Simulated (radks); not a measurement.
The numbers below are computed, except where a source is named.
Correlation energies from several functionals, in hartree. Species: Ag+ [Kr] 4d10; Ar [Ar]; Ce4+ [Xe]. Code: a radial shooting solver on a logarithmic mesh with Libxc functionals. Model: non-relativistic Kohn-Sham, r2SCAN, spin-polarised, spherical densities, point nucleus; meta-GGA in the generalised Kohn-Sham scheme. Every spin shell is full or empty, so the densities are truly spherical. Functionals are evaluated on that one density, not self-consistently.

functional      Ag+        Ar     Ce4+
PW92        -4.4129   -1.4244  -5.4018
Wigner      -2.4694  -0.93022  -2.9146
PBE         -2.4601  -0.70600  -3.0255
PBEsol      -2.7819  -0.81843  -3.4164
LYP         -2.3448  -0.75121  -2.8299
OP (B88)    -2.2828  -0.72632  -2.7617
TPSS        -2.4620  -0.71040  -3.0273
revTPSS     -2.4911  -0.72755  -3.0594
B95         -2.9827  -0.81696  -3.7468
Tao-Mo      -2.3749  -0.65157  -2.9297
